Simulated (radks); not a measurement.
Values are calculated unless marked as measured or tabulated.
Charge is removed step by step from the 5s down level of Eu+, starting from [Kr] 4d10 4f7 5s(up 1, down 1) 5p6 6s1. Code: a radial shooting solver on a logarithmic mesh with Libxc functionals. Model: scalar-relativistic Kohn-Sham, LDA (Slater exchange, Perdew-Wang correlation), spin-polarised, spherical densities, point nucleus; open shells are filled with parallel spins first (spin-orbit coupling, left out, can overturn this in heavy ions).

[
 {"removed (e)": "0", "E - E(0) (eV)": "0.000", "eigenvalue (eV)": "-49.034", "E minus straight line (eV)": "0.000"},
 {"removed (e)": "0.1", "E - E(0) (eV)": "4.959", "eigenvalue (eV)": "-50.215", "E minus straight line (eV)": "-0.550"},
 {"removed (e)": "0.2", "E - E(0) (eV)": "10.037", "eigenvalue (eV)": "-51.410", "E minus straight line (eV)": "-0.980"},
 {"removed (e)": "0.3", "E - E(0) (eV)": "15.235", "eigenvalue (eV)": "-52.619", "E minus straight line (eV)": "-1.291"},
 {"removed (e)": "0.4", "E - E(0) (eV)": "20.555", "eigenvalue (eV)": "-53.840", "E minus straight line (eV)": "-1.480"},
 {"removed (e)": "0.5", "E - E(0) (eV)": "25.997", "eigenvalue (eV)": "-55.072", "E minus straight line (eV)": "-1.546"},
 {"removed (e)": "0.6", "E - E(0) (eV)": "31.564", "eigenvalue (eV)": "-56.316", "E minus straight line (eV)": "-1.488"},
 {"removed (e)": "0.7", "E - E(0) (eV)": "37.255", "eigenvalue (eV)": "-57.570", "E minus straight line (eV)": "-1.306"},
 {"removed (e)": "0.8", "E - E(0) (eV)": "43.072", "eigenvalue (eV)": "-58.833", "E minus straight line (eV)": "-0.998"},
 {"removed (e)": "0.9", "E - E(0) (eV)": "49.015", "eigenvalue (eV)": "-60.106", "E minus straight line (eV)": "-0.563"},
 {"removed (e)": "1", "E - E(0) (eV)": "55.087", "eigenvalue (eV)": "-61.388", "E minus straight line (eV)": "0.000"}
]

Removing the whole electron costs 55.087 eV by Delta-SCF, against 49.034 eV from minus the eigenvalue at the starting occupation. Slater's transition state (half an electron removed) gives 55.072 eV. Integrating minus the eigenvalue over the occupation (Janak's theorem) gives 55.118 eV. In this scalar-relativistic scheme the density is built from large components alone, so the theorem holds only approximately. The mean slope of the eigenvalue, de/dn, is 12.4 eV per electron.
